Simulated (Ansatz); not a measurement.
Geometry optimisation, RKS r2SCAN/def2-SVP in Ansatz 0.2.0.

The input (input.yaml):

```yaml
crystal:
  periodic: [false, false, false]
  atoms:
    - { symbol: Zn, position_ang: [0.0, 0.0, 0.0] }
    - { symbol: O, position_ang: [0.0, 0.0, 2.14] }
    - { symbol: H, position_ang: [-0.9095, -0.2814, 2.4771] }
    - { symbol: O, position_ang: [0.0, 0.0, -1.79] }
    - { symbol: H, position_ang: [0.2547, -0.9174, -2.1271] }
    - { symbol: "N", position_ang: [2.0392, -0.566, 0.7032] }
    - { symbol: H, position_ang: [2.2266, -1.5507, 1.0477] }
    - { symbol: H, position_ang: [2.8209, 0.1498, 0.6929] }
    - { symbol: H, position_ang: [1.2477, -0.3463, 1.8045] }
basis:
  gaussian: { orbitals: def2-SVP }
hamiltonian:
  xc: r2scan
relax:
  f_tol: 0.15
  max_steps: 25
  restrain:
    - { distance: [0, 5], at: 1.93, k: 30.0 }
    - { distance: [8, 1], at: 1.01, k: 30.0 }
    - { distance: [0, 1], at: 2.99, k: 30.0 }
    - { distance: [8, 5], at: 2.26, k: 30.0 }
output:
  orbitals: {}
```

Launched with:

```bash
$ ansatz run input.yaml --threads 4 --pin off --max-ram 5120MiB --backend cpu --events-out ev --progress --plain --runs-dir out
```

Where does it end, and by what steps?

The forces met the threshold. The restraints hold the end off the free minimum; the threshold counts their pulls, which the force column leaves out. Restrained pairs: Zn1–N6 (2.23 → 1.90 Å), O2–H9 (1.34 → 0.99 Å), Zn1–O2 (2.14 → 2.98 Å), N6–H9 (1.37 → 2.25 Å). After 14 steps the energy has fallen by 1.220 eV (the restraints' own energy left out); Zn1 moved furthest, 1.06 Å.

```json
{"step": "0", "energy less start (eV)": "0.0000", "largest force component (eV/Å)": "2.875", "accepted": "yes"}
{"step": "1", "energy less start (eV)": "0.8365", "largest force component (eV/Å)": "3.414", "accepted": "yes"}
{"step": "2", "energy less start (eV)": "0.7870", "largest force component (eV/Å)": "3.901", "accepted": "yes"}
{"step": "3", "energy less start (eV)": "-0.0855", "largest force component (eV/Å)": "2.130", "accepted": "yes"}
{"step": "4", "energy less start (eV)": "-0.5517", "largest force component (eV/Å)": "1.926", "accepted": "yes"}
{"step": "5", "energy less start (eV)": "-0.7560", "largest force component (eV/Å)": "2.607", "accepted": "yes"}
{"step": "6", "energy less start (eV)": "-1.0037", "largest force component (eV/Å)": "0.868", "accepted": "yes"}
{"step": "7", "energy less start (eV)": "-1.0731", "largest force component (eV/Å)": "1.019", "accepted": "yes"}
{"step": "8", "energy less start (eV)": "-1.0910", "largest force component (eV/Å)": "1.319", "accepted": "yes"}
{"step": "9", "energy less start (eV)": "-1.1023", "largest force component (eV/Å)": "1.541", "accepted": "yes"}
{"step": "10", "energy less start (eV)": "-1.1511", "largest force component (eV/Å)": "1.598", "accepted": "yes"}
{"step": "11", "energy less start (eV)": "-1.1824", "largest force component (eV/Å)": "2.114", "accepted": "yes"}
{"step": "12", "energy less start (eV)": "-1.1344", "largest force component (eV/Å)": "1.355", "accepted": "no"}
{"step": "13", "energy less start (eV)": "-1.2227", "largest force component (eV/Å)": "1.133", "accepted": "yes"}
{"step": "14", "energy less start (eV)": "-1.2203", "largest force component (eV/Å)": "1.047", "accepted": "yes"}
```

```xyz
9
Properties=species:S:1:pos:R:3
Zn 0.877 -0.426 -0.407
O -0.326 0.321 2.211
H -0.807 -0.498 2.388
O -0.448 -0.280 -1.562
H -0.180 -0.428 -2.477
N 2.250 -0.651 0.885
H 2.664 -1.585 0.871
H 3.029 -0.002 0.760
H 0.619 0.037 2.278
```

Time of the run: 23 s on 4 threads of Arm Neoverse V2 (shared host), peak memory 0.18 GiB.
